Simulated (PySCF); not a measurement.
## SrO: frontier orbitals

r²SCAN at R = 1.914 Å; basis Sr def2-TZVP with ECP28, O def2-TZVP; scalar-relativistic core potentials; PySCF 2.14. State: ¹Σ⁺ (singlet), closed shell. Only the outer orbitals are listed, counted within each symmetry, core potentials removing the inner ones.

```tsv
orbital	occ.	ε (eV)	on Sr (%)	main shells (%)
2σ	2	-40.13	99	99 Sr s
3σ	2	-22.66	67	67 Sr p, 30 O s
1π	2	-21.43	100	100 Sr p
1π	2	-21.43	100	100 Sr p
4σ	2	-17.14	33	67 O s, 30 Sr p
2π	2	-3.93	16	84 O p, 15 Sr d
2π	2	-3.93	16	84 O p, 15 Sr d
5σ	2	-3.59	25	74 O p, 14 Sr d
6σ	0	-1.77	97	81 Sr s, 14 Sr p
3π	0	-0.08	100	82 Sr p, 18 Sr d
3π	0	-0.08	100	82 Sr p, 18 Sr d
```

Which are the highest filled and the lowest empty level, where do they sit, and how wide is the gap?

Highest filled 5σ at -3.59 eV (in %: 74 O p, 14 Sr d); lowest empty 6σ at -1.77 eV (in %: 81 Sr s, 14 Sr p); the gap at r²SCAN is 1.82 eV.

The bond order (Mayer) is 1.76 and the ⟨S²⟩ is 0.000. The charge on Sr (Mulliken, basis-dependent) is 0.87, the charge on Sr (Löwdin, basis-dependent) is 0.69 and the dipole moment (positive dipole means Sr(−)O(+)) is -8.20 D.
